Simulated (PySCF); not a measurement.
Structure with atom numbers: `[CH3:1][C:2]([CH3:3])([CH3:4])[CH2:5][O:6][SiH3:7]`. Each H is labelled by its parent atom.

Theory: σ from GIAO-PBE0/pcSseg-1, GFN2-xTB geometry, in PySCF 2.14.0 with density-fitted response routines (no solvent, a single conformation, non-relativistic, averaged over atoms made equivalent by symmetry, fast rotation or ring inversion).

**Question.** Predict the 2D correlation tables (HSQC, COSY, HMBC).

**Answer.** 

HSQC (one-bond C–H):
```
                      δH               δC
            3.39 (H(C5))        78.4 (C5)
0.97 (H(C1)/H(C3)/H(C4))  27.5 (C1/C3/C4)
```

HMBC (two and three bonds, from the bond graph; two-bond peaks within aromatic rings are usually weak or absent):
```
                      δH                                     δC
           4.94 (H(Si7))                              78.4 (C5)
            3.39 (H(C5))             35.7 (C2), 27.5 (C1/C3/C4)
0.97 (H(C1)/H(C3)/H(C4))  78.4 (C5), 35.7 (C2), 27.5 (C1/C3/C4)
```

No COSY cross peaks are expected.

Scale: 1H and 13C against TMS (reference shieldings calculated alike).

Short H···H contacts in this conformer between protons four or more bonds apart (candidates for NOE cross peaks, intensity ∝ r⁻⁶): H(C3)···H(C5) 2.51 Å.

Shifts are as computed. Against solution values, carbons near 30 ppm lie about +3 ppm off and those near 130 ppm about +5 ppm (rms about the fit 2.1 ppm; single classes can miss by 10 ppm). Of 1328 compounds with measured shifts, 309 miss one by over three times the rms of a fit or turn the order of signals round; such compounds aren't used in these exercises. Signals without a measured value on file couldn't be tested in this way; 1H shifts scatter by 0.2 ppm about their fit, and single ones miss by 0.5 ppm.
